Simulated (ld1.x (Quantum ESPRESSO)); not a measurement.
Pseudopotential generation for gallium (Ga): RRKJ, PBE, scalar-relativistic.

ld1.x (Quantum ESPRESSO) 7.5 was run on this input:

```
&input
   title='Ga', zed=31., rel=1, dft='PBE', iswitch=3,
   config='[Ar] 3d10 4s2 4p1',
   nld=2, rlderiv=2.65, eminld=-3.0, emaxld=5.0, deld=0.02
 /
 &inputp
   pseudotype=2, tm=.false., lloc=0,
   nlcc=.true., rcore=1.50,
   file_pseudopw='Ga.UPF', file_wfcaegen='ae.wfc', file_wfcncgen='nc.wfc', file_beta='beta', file_chi='chi'
 /
2
4P  2  1   1.00   0.00  2.45  2.45  0.0
4S  1  0   2.00   0.00  1.55  1.55  0.0
 &test
   configts(1)='4s2 4p1'
 /
```

Command:

```bash
ld1.x < Ga.in > Ga.out
```

Output (shortened: banner, matrices, multipoles, cross overlaps and the repeated all-electron block are left out):

```
Program LD1 v.7.5
     --------------------------- All-electron run ----------------------------

     Ga
     scalar relativistic calculation

     atomic number is 31.00
     dft =PBE   lsd =0 sic =0 latt =0  beta=0.20 tr2=1.0E-14
     Exchange-correlation= PBE
                           (   1   4   3   4   0   0   0)
     mesh =1205 r(mesh) = 101.09016 a.u. xmin = -7.00 dx = 0.01250
     1 Ry =  13.60569312 eV, c = 137.03599908

     n l     nl                  e(Ry)          e(Ha)          e(eV)
     1 0     1S 1( 2.00)      -751.8885      -375.9443    -10229.9645
     2 0     2S 1( 2.00)       -92.7792       -46.3896     -1262.3250
     2 1     2P 1( 6.00)       -80.7630       -40.3815     -1098.8366
     3 0     3S 1( 2.00)       -10.8870        -5.4435      -148.1258
     3 1     3P 1( 6.00)        -7.2660        -3.6330       -98.8592
     3 2     3D 1(10.00)        -1.4078        -0.7039       -19.1544
     4 0     4S 1( 2.00)        -0.6577        -0.3288        -8.9483
     4 1     4P 1( 1.00)        -0.1896        -0.0948        -2.5791

     final scf error:  1.8E-15 reached in  28 iterations

     Etot =   -3887.879138 Ry,   -1943.939569 Ha,  -52897.290452 eV

     Ekin =    3953.977613 Ry,    1976.988806 Ha,   53796.606017 eV
     Encl =   -9369.232565 Ry,   -4684.616282 Ha, -127474.903073 eV
     Eh   =    1678.315257 Ry,     839.157629 Ha,   22834.642352 eV
     Exc  =    -150.939443 Ry,     -75.469722 Ha,   -2053.635748 eV

     normalization and overlap integrals

     s(1S/1S) =  1.000000  <r> =   0.0486  <r2> =    0.0032  r(max) =   0.0319
     s(2S/2S) =  1.000000  <r> =   0.2178  <r2> =    0.0560  r(max) =   0.1833
     s(2P/2P) =  1.000000  <r> =   0.1907  <r2> =    0.0446  r(max) =   0.1464
     s(3S/3S) =  1.000000  <r> =   0.6518  <r2> =    0.4906  r(max) =   0.5647
     s(3P/3P) =  1.000000  <r> =   0.6791  <r2> =    0.5442  r(max) =   0.5647
     s(3D/3D) =  1.000000  <r> =   0.8106  <r2> =    0.8629  r(max) =   0.5305
     s(4S/4S) =  1.000000  <r> =   2.3423  <r2> =    6.3902  r(max) =   1.8984
     s(4P/4P) =  1.000000  <r> =   3.4262  <r2> =   14.2371  r(max) =   2.5307

     ------------------------ End of All-electron run ------------------------

     --------------------- Generating NC pseudopotential ---------------------

      Generating local pot.: lloc=0, matching radius rcloc =   1.5500

      Computing core charge for nlcc:

       r > 1.52 : true rho core
       r < 1.52 : rho core = a sin(br)/r    a=   3.13  b=   1.75

      Integrated core pseudo-charge :   3.69

      Wfc   4P  rcut= 2.438  Estimated cut-off energy=       29.15 Ry
      This function has    0 nodes for 0 < r <    2.438

     ------------------- End of pseudopotential generation -------------------

     Computing logarithmic derivative in   2.64397
     Computing logarithmic derivative in   2.64397
     Computing the partial wave expansion
       no projector for channel:   0
     R is outside the sphere for l=    1 j= 0.00

     ---------------------- Testing the pseudopotential ----------------------

     Ga
     scalar relativistic calculation

     atomic number is 31.00   valence charge is  3.00
     dft =PBE   lsd =0 sic =0 latt =0  beta=0.20 tr2=1.0E-14
     mesh =1205 r(mesh) = 101.09016 xmin = -7.00 dx = 0.01250

     n l     nl             e AE (Ry)        e PS (Ry)    De AE-PS (Ry)
     1 0     4S   1( 2.00)       -0.65769       -0.65769        0.00000
     2 1     4P   1( 1.00)       -0.18956       -0.18956        0.00000

     eps = 6.2E-15  iter = 14

     Etot =   -3887.879138 Ry,   -1943.939569 Ha,  -52897.290452 eV
     Etotps =    -7.767889 Ry,      -3.883945 Ha,    -105.687520 eV

     Ekin =       1.449562 Ry,       0.724781 Ha,      19.722295 eV
     Encl =      -7.129660 Ry,      -3.564830 Ha,     -97.003960 eV
     Ehrt =       3.050826 Ry,       1.525413 Ha,      41.508602 eV
     Ecxc =      -5.154316 Ry,      -2.577158 Ha,     -70.128036 eV
     (Ecc =      -3.451074 Ry,      -1.725537 Ha,     -46.954249 eV)
     Epseu=       0.015698 Ry,       0.007849 Ha,       0.213580 eV

     ---------------------- End of pseudopotential test ----------------------
```

Generation and configuration tests took about 0.96 s on one core of a shared server CPU.

Transferability test of the new file with ld1.x, input:

```
&input
   title='Ga', zed=31., rel=1, dft='PBE', iswitch=2,
   config='[Ar] 3d10 4s2 4p1'
 /
 &test
   file_pseudo='Ga.UPF', nconf=8,
   configts(1)='4s2 4p1',
   configts(2)='4s2 4p0',
   configts(3)='4s1 4p0',
   configts(4)='4s2 4p0.5',
   configts(5)='4s1 4p2',
   configts(6)='4s1 4p1',
   configts(7)='4s0 4p3',
   configts(8)='4s2 4p1.3'
 /
```

```bash
ld1.x < Ga.test.in > Ga.test.out
```

Pseudopotential blocks of its output, shortened (energy terms left out):

```
     ---------------------- Testing the pseudopotential ----------------------

     n l     nl             e AE (Ry)        e PS (Ry)    De AE-PS (Ry)
     1 0     4S   1( 2.00)       -0.65769       -0.65769        0.00000
     2 1     4P   1( 1.00)       -0.18956       -0.18956        0.00000

     eps = 6.8E-15  iter = 12

     Etot =   -3887.879138 Ry,   -1943.939569 Ha,  -52897.290452 eV
     Etotps =    -7.767889 Ry,      -3.883944 Ha,    -105.687511 eV

     ---------------------- End of pseudopotential test ----------------------

          ---------------------- Testing the pseudopotential ----------------------

     n l     nl             e AE (Ry)        e PS (Ry)    De AE-PS (Ry)
     1 0     4S   1( 2.00)       -1.20034       -1.20396        0.00361
     2 1     4P   1( 0.00)       -0.66647       -0.66870        0.00223

     eps = 4.0E-16  iter =  9

     Etot =   -3887.461073 Ry,   -1943.730537 Ha,  -52891.602393 eV
     Etotps =    -7.349004 Ry,      -3.674502 Ha,     -99.988299 eV
     dEtot_ae =       0.418065 Ry
     dEtot_ps =       0.418884 Ry,   Delta E=      -0.000820 Ry

     ---------------------- End of pseudopotential test ----------------------

          ---------------------- Testing the pseudopotential ----------------------

     n l     nl             e AE (Ry)        e PS (Ry)    De AE-PS (Ry)
     1 0     4S   1( 1.00)       -1.91606       -1.93744        0.02138  !
     2 1     4P   1( 0.00)       -1.30377       -1.31757        0.01380  !

     eps = 2.9E-15  iter =  5

     Etot =   -3885.908206 Ry,   -1942.954103 Ha,  -52870.474558 eV
     Etotps =    -5.784420 Ry,      -2.892210 Ha,     -78.701038 eV
     dEtot_ae =       1.970932 Ry
     dEtot_ps =       1.983469 Ry,   Delta E=      -0.012537 Ry

     ---------------------- End of pseudopotential test ----------------------

          ---------------------- Testing the pseudopotential ----------------------

     n l     nl             e AE (Ry)        e PS (Ry)    De AE-PS (Ry)
     1 0     4S   1( 2.00)       -0.91338       -0.91448        0.00109
     2 1     4P   1( 0.50)       -0.41320       -0.41380        0.00060

     eps = 6.8E-16  iter =  9

     Etot =   -3887.729917 Ry,   -1943.864958 Ha,  -52895.260192 eV
     Etotps =    -7.618536 Ry,      -3.809268 Ha,    -103.655468 eV
     dEtot_ae =       0.149221 Ry
     dEtot_ps =       0.149352 Ry,   Delta E=      -0.000131 Ry

     ---------------------- End of pseudopotential test ----------------------

          ---------------------- Testing the pseudopotential ----------------------

     n l     nl             e AE (Ry)        e PS (Ry)    De AE-PS (Ry)
     1 0     4S   1( 1.00)       -0.73819       -0.74196        0.00377
     2 1     4P   1( 2.00)       -0.24611       -0.24682        0.00071

     eps = 8.5E-15  iter = 10

     Etot =   -3887.398627 Ry,   -1943.699314 Ha,  -52890.752772 eV
     Etotps =    -7.285822 Ry,      -3.642911 Ha,     -99.128665 eV
     dEtot_ae =       0.480511 Ry
     dEtot_ps =       0.482066 Ry,   Delta E=      -0.001556 Ry

     ---------------------- End of pseudopotential test ----------------------

          ---------------------- Testing the pseudopotential ----------------------

     n l     nl             e AE (Ry)        e PS (Ry)    De AE-PS (Ry)
     1 0     4S   1( 1.00)       -1.28054       -1.28958        0.00904  !
     2 1     4P   1( 1.00)       -0.73071       -0.73516        0.00445

     eps = 7.8E-15  iter = 15

     Etot =   -3886.919219 Ry,   -1943.459609 Ha,  -52884.230082 eV
     Etotps =    -6.804134 Ry,      -3.402067 Ha,     -92.574957 eV
     dEtot_ae =       0.959920 Ry
     dEtot_ps =       0.963755 Ry,   Delta E=      -0.003835 Ry

     ---------------------- End of pseudopotential test ----------------------

          ---------------------- Testing the pseudopotential ----------------------

     n l     nl             e AE (Ry)        e PS (Ry)    De AE-PS (Ry)
     1 0     4S   1( 0.00)       -0.80735       -0.81535        0.00799  !
     2 1     4P   1( 3.00)       -0.29537       -0.29704        0.00167

     eps = 6.2E-15  iter = 24

     Etot =   -3886.896388 Ry,   -1943.448194 Ha,  -52883.919461 eV
     Etotps =    -6.778862 Ry,      -3.389431 Ha,     -92.231119 eV
     dEtot_ae =       0.982750 Ry
     dEtot_ps =       0.989027 Ry,   Delta E=      -0.006277 Ry

     ---------------------- End of pseudopotential test ----------------------

          ---------------------- Testing the pseudopotential ----------------------

     n l     nl             e AE (Ry)        e PS (Ry)    De AE-PS (Ry)
     1 0     4S   1( 2.00)       -0.52577       -0.52559       -0.00017
     2 1     4P   1( 1.30)       -0.07511       -0.07505       -0.00006

     eps = 5.0E-16  iter = 13

     Etot =   -3887.918382 Ry,   -1943.959191 Ha,  -52897.824395 eV
     Etotps =    -7.807124 Ry,      -3.903562 Ha,    -106.221333 eV
     dEtot_ae =      -0.039244 Ry
     dEtot_ps =      -0.039235 Ry,   Delta E=      -0.000009 Ry

     ---------------------- End of pseudopotential test ----------------------
```
